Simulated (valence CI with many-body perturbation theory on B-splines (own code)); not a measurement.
# Br XV: calculated level list

Computed by relativistic CI+MBPT: three valence electrons over a frozen Dirac-Fock core [Ar], a basis of 7 s, 7 p, 8 d, 6 f, 4 g, 1 h functions for each j, with the one-electron correlation potential Σ1, the two-electron term Σ2, the three-electron term Σ3, Breit, model QED; selected CI, second order for the rest, scaled by the run's own slope (own B-spline code, finite nucleus).

No measured spectrum was set against this ion. As an estimate, terms of the open shell hold to 2 to 4 % of their energy, and close levels can change places. Only levels of the ground parity were solved; by the run's estimate the other parity begins above the list, which can be wrong where configurations are misplaced.

Levels 1 to 19 of 19, with energies above the lowest level, 3d3 4F_3/2. "Leading %" is the weight of the configuration and term that name the level; weights of strongly mixed levels are sums over their largest components and can fall short, so below about 35 % the name and the second component can differ from the true leading terms, or belong to a minority configuration. In the jj column 3d3/2^4 stands for four electrons in 3d with j = 3/2. Lifetimes count E1, E2, E3, M1 and M2 decay at the calculated energies, and are blank where another channel may lead or the interval is too uncertain; long ones can be off by a factor of two.

```csv
No.,Configuration,Term,J,E (cm⁻¹),Leading %,Leading jj,Lifetime,g
1,3d3,4F,3/2,0.0,97,3d3/2^3 (48 %),,0.409
2,3d3,4F,5/2,4858,99,3d3/2^2 3d5/2 (82 %),206 ms,1.029
3,3d3,4F,7/2,10454,99,3d3/2 3d5/2^2 (70 %),134 ms,1.233
4,3d3,4F,9/2,16246,96,3d3/2 3d5/2^2 (51 %),195 ms,1.322
5,3d3,4P,3/2,40630,74,3d3/2^2 3d5/2 (63 %),54.5 ms,1.595
6,3d3,4P,1/2,41474,90,3d3/2^2 3d5/2 (82 %),794 ms,2.471
7,3d3,2G,7/2,46968,98,3d3/2 3d5/2^2 (52 %),13.9 ms,0.893
8,3d3,4P,5/2,49103,97,3d3/2 3d5/2^2 (65 %),87.5 ms,1.589
9,3d3,2G,9/2,49949,68,3d3/2^2 3d5/2 (72 %),11.6 ms,1.061
10,3d3,2D,3/2,58121,55,3d3/2 3d5/2^2 (77 %),5.02 ms,1.108
11,3d3,2P,1/2,61504,90,3d3/2 3d5/2^2 (82 %),16.6 ms,0.863
12,3d3,2H,9/2,67046,72,3d3/2 3d5/2^2 (48 %),12.7 ms,0.967
13,3d3,2H,11/2,67131,100,3d3/2 3d5/2^2 (100 %),50.4 ms,1.090
14,3d3,2D,5/2,69665,96,3d3/2 3d5/2^2 (57 %),6.42 ms,1.205
15,3d3,2P,3/2,74847,58,3d5/2^3 (85 %),5.69 ms,1.148
16,3d3,2F,7/2,99892,99,3d3/2 3d5/2^2 (78 %),11.5 ms,1.140
17,3d3,2F,5/2,101800,98,3d3/2 3d5/2^2 (50 %),16.2 ms,0.863
18,3d3,2D,5/2,153620,97,3d3/2^2 3d5/2 (43 %),2.06 ms,1.194
19,3d3,2D,3/2,155390,100,3d3/2 3d5/2^2 (88 %),,0.798
```

Names give the largest LS component (configuration and term), which can be under half, so a name can repeat, a term be missing and a line seem to break the LS rules; names also repeat where a configuration has a term twice.

The ionisation energy to 3d2 3F_2 of the next ion comes out as 482.26 eV (NIST: 481 ± 3 eV (theoretical)). All 19 levels together are meant to be complete up to 161610 cm⁻¹.
